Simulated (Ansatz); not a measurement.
Basis sets compared for `Cc1csc(-c2sc(-c3sccc3C)cc2C)c1`. The state is a singlet with charge 0. Geometry PBE-D4/def2-SVP. Ansatz on 2 threads of AMD EPYC 7R13 on a shared host and a share (18 GiB) of an NVIDIA H100 80GB HBM3; times are rough, and most runs start from earlier orbitals.

```tsv
atom	x (Å)	y (Å)	z (Å)
C1	2.532	-1.785	4.453
C2	1.821	-2.161	3.183
C3	1.589	-3.463	2.768
S4	0.750	-3.540	1.258
C5	0.681	-1.787	1.135
C6	0.060	-1.107	0.021
S7	0.029	0.645	0.028
C8	-0.813	0.721	-1.508
C9	-1.169	1.971	-2.140
S10	-1.868	1.928	-3.750
C11	-2.017	3.648	-3.804
C12	-1.548	4.231	-2.645
C13	-1.059	3.294	-1.682
C14	-0.501	3.700	-0.348
C15	-1.043	-0.573	-1.975
C16	-0.562	-1.611	-1.134
C17	-0.718	-3.068	-1.460
C18	1.300	-1.217	2.248
H19	3.452	-1.201	4.242
H20	1.890	-1.152	5.102
H21	2.825	-2.679	5.036
H22	1.873	-4.392	3.279
H23	-2.441	4.133	-4.692
H24	-1.551	5.317	-2.474
H25	-0.588	4.795	-0.204
H26	0.573	3.433	-0.249
H27	-1.031	3.204	0.492
H28	-1.564	-0.771	-2.923
H29	-1.236	-3.200	-2.429
H30	-1.306	-3.605	-0.685
H31	0.264	-3.584	-1.527
H32	1.377	-0.128	2.383
```

Single mean-field runs in def2-TZVP are fitted with def2-universal-jkfit.

Binding counts from free atoms (C triplet, S triplet, H doublet) in the same basis, without a counterpoise term.

| level | functions | energy (Eh) | HOMO (eV) | LUMO (eV) | binding per atom (eV) | wall time |
| --- | --- | --- | --- | --- | --- | --- |
| PBE-D4/def2-SVP | 334 | -1772.6103 | -4.47 | -2.24 | 5.07 | 4.7 s |
| PBE0-D4/def2-SVP | 334 | -1772.7570 | -5.32 | -1.66 | 4.96 | 7.5 s |

Question: Estimate the rows for PBE-D4/def2-TZVP, PBE0-D4/def2-TZVP.

Answer: 
| level | functions | energy (Eh) | HOMO (eV) | LUMO (eV) | binding per atom (eV) | wall time |
| --- | --- | --- | --- | --- | --- | --- |
| PBE-D4/def2-TZVP | 660 | -1773.6403 | -4.53 | -2.34 | 5.01 | 7 s |
| PBE0-D4/def2-TZVP | 660 | -1773.7767 | -5.30 | -1.72 | 4.90 | 9.5 s |
